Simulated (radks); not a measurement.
Spherical quantum dot in the effective-mass picture: electrons in a well V = -V0 / (1 + exp((r - R)/a)) with V0 = 5.06, R = 11.1, a = 1.3, all in effective atomic units (hartree* = m*/eps^2 hartree, bohr* = eps/m* bohr), one dielectric constant everywhere. Method: non-relativistic Kohn-Sham, LDA (Slater exchange, Perdew-Wang correlation), spin-polarised, spherical densities; computed with a radial shooting solver with Libxc functionals. Levels are named by radial order and angular momentum (1s, 1p, 1d, 2s, ...), and open shells are averaged over m. Each electron was tried in the lowest free levels, single moves between levels near the top were tried too, and the lowest total energy was kept; such a search can miss a lower state. At N = 1 the Hartree and exchange-correlation terms need not cancel, so that row can carry a self-interaction error.

\begin{tabular}{lrrrrrr}
N & open shells & 2S & E (hartree*) & mu = E(N) - E(N-1) (hartree*) & addition energy mu(N+1) - mu(N) (hartree*) & rms radius (bohr*) \\ \hline
1 & 1s(up 1, down 0) & 1 & -4.95264 & -4.9526 & 0.1896 & 4.112 \\
2 & none & 0 & -9.71569 & -4.7631 & 0.2171 & 4.565 \\
3 & 1p(up 1, down 0) & 1 & -14.2617 & -4.5460 & 0.1429 & 5.015 \\
4 & 1p(up 2, down 0) & 2 & -18.6647 & -4.4031 & 0.1430 & 5.293 \\
5 & 1p(up 3, down 0) & 3 & -22.9248 & -4.2601 & 0.1688 & 5.501 \\
6 & 1p(up 3, down 1) & 2 & -27.0161 & -4.0913 & 0.1340 & 5.678 \\
7 & 1p(up 3, down 2) & 1 & -30.9733 & -3.9573 & 0.1341 & 5.827 \\
8 & none & 0 & -34.7965 & -3.8232 & 0.1963 & 5.955 \\
9 & 1d(up 1, down 0) & 1 & -38.4235 & -3.6269 & 0.1281 & 6.090 \\
10 & 1d(up 2, down 0) & 2 & -41.9223 & -3.4988 & 0.1276 & 6.208 \\
11 & 1d(up 3, down 0) & 3 & -45.2935 & -3.3712 & 0.1269 & 6.312 \\
12 & 1d(up 4, down 0) & 4 & -48.5378 & -3.2444 & 0.1261 & 6.406 \\
13 & 1d(up 5, down 0) & 5 & -51.6561 & -3.1182 & 0.1506 & 6.492 \\
14 & 1d(up 5, down 1) & 4 & -54.6237 & -2.9677 & 0.1221 & 6.572 \\
15 & 1d(up 5, down 2) & 3 & -57.4693 & -2.8455 & 0.1218 & 6.647 \\
16 & 1d(up 5, down 3) & 2 & -60.1930 & -2.7237 & 0.1214 & 6.717 \\
17 & 1d(up 5, down 4) & 1 & -62.7953 & -2.6023 & 0.1209 & 6.782 \\
18 & none & 0 & -65.2768 & -2.4815 & 0.1885 & 6.844 \\
19 & 1f(up 1, down 0) & 1 & -67.5697 & -2.2929 & 0.1178 & 6.908 \\
20 & 1f(up 2, down 0) & 2 & -69.7448 & -2.1751 & 0.1174 & 6.969 \\
21 & 1f(up 3, down 0) & 3 & -71.8025 & -2.0577 & 0.1170 & 7.026 \\
22 & 1f(up 4, down 0) & 4 & -73.7433 & -1.9407 & 0.1165 & 7.080 \\
23 & 1f(up 5, down 0) & 5 & -75.5675 & -1.8242 & 0.1161 & 7.132 \\
24 & 1f(up 6, down 0) & 6 & -77.2756 & -1.7081 & 0.1156 & 7.182 \\
25 & 1f(up 7, down 0) & 7 & -78.8681 & -1.5925 & 0.1384 & 7.229 \\
26 & 1f(up 7, down 1) & 6 & -80.3221 & -1.4541 & 0.1135 & 7.275 \\
27 & 1f(up 7, down 2) & 5 & -81.6627 & -1.3405 & 0.1132 & 7.319 \\
28 & 1f(up 7, down 3) & 4 & -82.8900 & -1.2273 & 0.1129 & 7.362 \\
29 & 1f(up 7, down 4) & 3 & -84.0044 & -1.1144 & 0.1126 & 7.403 \\
30 & 1f(up 7, down 5) & 2 & -85.0063 & -1.0019 & 0.1122 & 7.443 \\
31 & 1f(up 7, down 6) & 1 & -85.8959 & -0.88962 & 0.1119 & 7.481 \\
32 & none & 0 & -86.6736 & -0.77773 & 0.1849 & 7.519 \\
33 & 1g(up 1, down 0) & 1 & -87.2664 & -0.59281 & 0.1100 & 7.557 \\
34 & 1g(up 2, down 0) & 2 & -87.7492 & -0.48280 & - & 7.595 \\
\end{tabular}

All shells are closed at N = 2, 8, 18, 32 (there: 1s2 1p6 1d10 1f14); the second difference of the energy has clear peaks (12 % above both neighbours; the first and last values, which can be the largest, are not judged, and half-filled shells can peak too) at N = 2, 5, 8, 13, 18, 25, 32.
